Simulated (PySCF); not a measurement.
SMILES OCC[OH2+] (C₂H₇O₂ (cation, charge +1)), PBE0/def2-SVP optimised geometry.

```
11

O     -0.45    -0.67    -1.74
C      0.60    -0.65    -0.77
C      0.29     0.63     0.00
O     -1.18     0.63     0.00
H     -0.59    -1.55    -2.12
H      0.55    -1.53    -0.12
H      1.59    -0.59    -1.24
H      0.64     0.62     1.04
H      0.64     1.53    -0.52
H     -1.32     0.06    -0.90
H     -1.59     1.51     0.00
```

Density from PBE0/def2-TZVP (PySCF 2.14.0) at that geometry.

Minimum of the electron density along straight lines between bonded atoms, close to the bond critical point (lines longer than 1.1 times the sum of covalent radii, or with two minima, are not listed):

```csv
bond,length / Å,ρ at the minimum / e bohr⁻³,∇²ρ there / e bohr⁻⁵,position (fraction from the first atom)
O1–C2,1.426,0.249,…,0.65
C2–C3,1.525,0.257,-0.68,0.49
C3–O4,1.466,…,…,0.34
O1–H5,0.968,0.350,-2.48,0.82
C2–H6,1.102,0.283,-1.01,0.66
C2–H7,1.100,0.284,-1.02,0.66
C3–H8,1.096,0.288,-1.05,0.66
C3–H9,1.099,0.286,-1.03,0.66
O4–H11,0.973,0.343,-2.47,0.82
```

Task: Some entries are withheld; supply them.

Result: 
- O1–C2, ∇²ρ there / e bohr⁻⁵: -0.47
- C3–O4, ρ at the minimum / e bohr⁻³: 0.217
- C3–O4, ∇²ρ there / e bohr⁻⁵: -0.28
